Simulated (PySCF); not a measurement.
Substituent effects on chemical shifts

Parent skeleton `[CH3:1][SiH2:2][c:3]1[cH:4][cH:5][cH:6][o:7]1`; one hydrogen on atom 6 is replaced by X. Hydrogens on one atom are averaged.

[PySCF 2.14: geometry from GFN2-xTB; PBE0/pcSseg-1 with gauge-including orbitals; no relativistic terms; one computed conformer; one averaged value for each set of equivalent atoms; no solvent]

δ = σ(ref) − σ, references computed at the same level: 13C (σ = 186.93 ppm), 29Si (σ = 349.16 ppm), 1H (σ = 31.72 ppm) vs TMS; H2O for 17O (σ = 336.08 ppm).

**Question.** Order these by the shift of O7, most shielded first.
A. X = cPr
B. X = N=CH2
C. X = OCH3
D. X = CH2F
E. X = CH3
F. X = SH

**Answer.** C (292.5 ppm), B (294.3 ppm), A (306.8 ppm), F (320.2 ppm), E (323.2 ppm), D (333.9 ppm).

**Question.** Order these by the shift of Si2, most shielded first.
A. X = COOH
B. X = cPr
C. X = SH

**Answer.** B (-60.3 ppm), C (-57.9 ppm), A (-55.6 ppm).

Unscaled 17O shifts of doubly bonded oxygen tend to come out too high, by tens of ppm or more. Experimental scales use liquid or dissolved standards, which lie at an offset from isolated H2O (liquid H2O: subtract about 36 ppm).
